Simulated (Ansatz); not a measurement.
Consider the formal exchange of groups at the Al–Cl bond: `[OH][AlH][Cl]` + `FC(F)(Br)I` → `[OH][AlH][I]` + `FC(F)(Cl)Br`.

Computed with Ansatz on PBE0-D4/def2-TZVP structures; ΔE is electronic, products minus reactants. CBS: MP2 limit from def2 TZ/QZ plus the TZ coupled-cluster correction, frozen cores. This one scheme is used for every species. Functionals use def2-TZVPP. B3LYP here is the variant with VWN-RPA as its local correlation; programs differ in this. HSE06 is defined as in plane-wave codes. Elements past krypton have def2 core potentials. For Br, I outer-core shells are correlated without core-valence functions, which leaves a few kJ/mol of doubt a bond. Scalar relativity is left out up to krypton. One conformer a species, not always the lowest.

```
             level  ΔE (kcal/mol)  difference from CCSD(T)/CBS
       LDA (SPW92)            1.5                         -2.1
            PBE-D4            3.1                         -0.5
         revPBE-D4            3.5                         -0.1
           BLYP-D4            5.8                          2.2
            B97M-V            4.8                          1.2
           PBE0-D4            1.8                         -1.8
          B3LYP-D4            4.5                          0.9
        r2SCANh-D4            2.6                         -1.0
        r2SCAN0-D4            1.8                         -1.8
          HSE06-D4            1.8                         -1.8
          BHLYP-D4            3.1                         -0.5
      CAM-B3LYP-D4            3.6                          0.0
           ωB97X-V            2.5                         -1.1
           ωB97M-V            2.7                         -0.9
            B2PLYP            3.7                          0.1
          PBE-QIDH            1.5                         -2.1
               PBE            2.8                         -0.8
              BLYP            5.2                          1.6
              PBE0            1.6                         -2.0
             B3LYP            4.0                          0.4
           r2SCAN0            1.8                         -1.8
             HSE06            1.6                         -2.0
             BHLYP            2.6                         -1.0
         CAM-B3LYP            3.3                         -0.3
           LC-ωPBE            1.4                         -2.2
RPA@PBE/def2-TZVPP            3.7                          0.1
       HF/def2-SVP           -0.9                         -4.5
      MP2/def2-SVP            0.1                         -3.5
     CCSD/def2-SVP            0.0                         -3.6
  CCSD(T)/def2-SVP            0.2                         -3.4
     HF/def2-TZVPP            0.6                         -3.0
    MP2/def2-TZVPP            3.2                         -0.4
SCS-MP2/def2-TZVPP            3.5                         -0.1
   CCSD/def2-TZVPP            2.9                         -0.7
CCSD(T)/def2-TZVPP            3.2                         -0.4
     HF/def2-QZVPP            0.9                         -2.7
    MP2/def2-QZVPP            3.5                         -0.1
      HF/CBS(def2)            0.9                         -2.7
     MP2/CBS(def2)            3.6                          0.0
    CCSD/CBS(def2)            3.3                         -0.3
       CCSD(T)/CBS            3.6                            0
```

**Question.** What do rigid-rotor, harmonic-oscillator terms from PBE0-D4/def2-TZVP frequencies (298.15 K, 1 bar) make of the CCSD(T)/CBS value? (Best estimate.)

**Answer.** Computed: ΔZPE = +0.3 kcal/mol, ΔH = +3.8 kcal/mol, ΔS = -1 J/(mol·K), ΔG = +3.9 kcal/mol.

Largest T1 diagnostic among the species: 0.011.

From r2SCAN to r2SCAN0 (25 % exact exchange), in def2-TZVPP and without D4, ΔE moves by −1.2 kcal/mol. Leaving LDA and LC-ωPBE aside and taking each functional with its dispersion term where it has one, the values spread over 4.3 kcal/mol, from PBE-QIDH to BLYP-D4. LDA lies −1.3 kcal/mol from PBE without D4. At CCSD(T), def2-SVP lies −3.5 kcal/mol from the extrapolated value and def2-TZVPP −0.5 kcal/mol.
